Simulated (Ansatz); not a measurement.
`FC[SiH2]CS` + `O=COCI` → `FC[SiH2]CI` + `O=COCS`  (formal exchange of groups at the Si–C bond)

Isolated molecules relaxed with PBE0-D4/def2-TZVP in Ansatz; ΔE leaves out vibrations. CCSD(T)/CBS is the MP2 limit (def2-TZVPP, def2-QZVPP) plus CCSD(T) − MP2 in def2-TZVPP, frozen cores. DFT in def2-TZVPP. B3LYP here is the variant with VWN-RPA as its local correlation; programs differ in this. def2 core potentials past Kr. For I outer-core shells are correlated without core-valence functions, which leaves a few kJ/mol of doubt a bond. Each species was taken in one conformer, which may not be the lowest.

```csv
level,ΔE (kJ/mol),difference from CCSD(T)/CBS
PBE-D4,-5.2,6.0
r2SCAN-D4,-7.1,4.1
PBE0-D4,-7.6,3.6
B3LYP-D4,-6.4,4.8
ωB97X-V,-10.7,0.5
ωB97M-V,-10.2,1.0
B2PLYP,-9.4,1.8
PBE,-6.6,4.6
r2SCAN,-7.4,3.8
PBE0,-8.8,2.4
B3LYP,-8.6,2.6
HF/def2-TZVPP,-15.0,-3.8
MP2/def2-TZVPP,-9.8,1.4
SCS-MP2/def2-TZVPP,-10.6,0.6
CCSD/def2-TZVPP,-11.1,0.1
CCSD(T)/def2-TZVPP,-10.0,1.2
HF/def2-QZVPP,-15.3,-4.1
MP2/def2-QZVPP,-10.6,0.6
SCS-MP2/def2-QZVPP,-11.4,-0.2
HF/CBS(def2),-15.4,-4.2
MP2/CBS(def2),-11.0,0.2
CCSD/CBS(def2),-12.4,-1.2
CCSD(T)/CBS,-11.2,0
```

Largest T1 diagnostic among the species: 0.015.

In def2-TZVPP, CCSD(T) changes the Hartree–Fock value by +5.0 kJ/mol (the triples alone add +1.2 kJ/mol) and MP2 by +5.2 kJ/mol.
